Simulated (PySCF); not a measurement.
Vertical excitation energies

Species: [(Cl)3Hf]2O (singlet state).
Bonds: Hf1–Cl2, Hf1–Cl3, Hf1–Cl4, Hf1–O5, O5–Hf6, Hf6–Cl7, Hf6–Cl8, Hf6–Cl9.

The calculation used TDDFT CAM-B3LYP/def2-SVPD, vertical, gas phase, core orbitals frozen in the response, def2 core potentials past Kr (PySCF 2.14.0, density-fitted response routines). Geometry: PBE0-D3(BJ)/def2-SVP; no solvent, vibrations or thermal averaging. Spin–orbit coupling is left out.

Task: What does the calculation give for the low-lying excited states?

Result: 

| state | E (eV) | λ (nm) | f | \|μ\| (D) | main configurations (H = HOMO, L = LUMO) |
| --- | --- | --- | --- | --- | --- |
| S1 | 6.50 | 190.6 | 0.0030 | 0.35 | H→L/L+1 (≥17%), H-1→L/L+1 (≥16%), H→L+2 (14%) |
| S2 | 6.51 | 190.6 | 0.0029 | 0.34 | H-1→L/L+1 (≥18%), H→L/L+1 (≥15%), H-2→L/L+1 (≥14%) |
| S3 | 6.54 | 189.7 | 0.0018 | 0.27 | H-1→L/L+1 (≥29%), H→L/L+1 (≥14%), H-1→L+2 (13%) |
| S4 | 6.54 | 189.6 | 0.0016 | 0.25 | H-1→L/L+1 (≥27%), H→L/L+1 (≥13%), H-1→L+3 (13%) |
| S5 | 6.56 | 189.0 | 0.0000 | 0.02 | H-3→L/L+1 (≥32%), H-2→L/L+1 (≥17%) |
| S6 | 6.64 | 186.7 | 0.0001 | 0.05 | H-2→L+2 (22%), H-4→L/L+1 (≥21%), H-5→L/L+1 (≥21%) |
| S7 | 6.69 | 185.3 | 0.104 | 2.02 | H-3→L/L+1 (≥34%), H-2→L/L+1 (≥18%) |
| S8 | 6.75 | 183.8 | 0.047 | 1.36 | H-6→L/L+1 (≥17%), H-3→L/L+1 (≥13%), H-2→L/L+1 (≥13%) |
| S9 | 6.75 | 183.8 | 0.048 | 1.37 | H-6→L/L+1 (≥17%), H-2→L/L+1 (≥14%), H-3→L/L+1 (≥13%) |

Triplets (Tamm–Dancoff): T1 6.19 eV, H→L+2 (30%), H→L/L+1 (≥26%); T2 6.19 eV, H→L+3 (29%), H→L/L+1 (≥25%); T3 6.21 eV, H-1→L/L+1 (≥33%), H-1→L+2 (26%); T4 6.21 eV, H-1→L/L+1 (≥34%), H-1→L+3 (27%).

The lowest singlet level (S1/S2) lies at 6.50 eV (191 nm, vacuum ultraviolet) and is weak. The most intense listed level is S7 at 6.69 eV (185 nm, f = 0.104), 0.19 eV above S1. S1/S2, S3/S4 and S8/S9 lie within about 0.01 eV of each other in each set. Löwdin shares by element: HOMO (one of a set within 0.03 eV) chlorine 95% or more; LUMO (one of a set within 0.03 eV) hafnium 70%, oxygen 8%, chlorine 4% or more (atoms not listed hold the other 18%). Weighted by f, the mean energy of these states is 6.71 eV. The listed states span 0.24 eV, and the widest gap between neighbours is 0.08 eV (S5 to S6). All these states lie below the vertical ionisation energy of 11.87 eV (ΔSCF). Orbitals of the list HOMO-3 to LUMO+2 that lie within 0.01 eV of each other are written together with a slash and their weights summed (≥ marks a lower bound); for degenerate orbitals outside that list single weights are arbitrary. The window holds the lowest 10 singlets. The highest level found (6.76 eV, f 0.0009 so far) is left out, since the window may have cut off a degenerate partner.
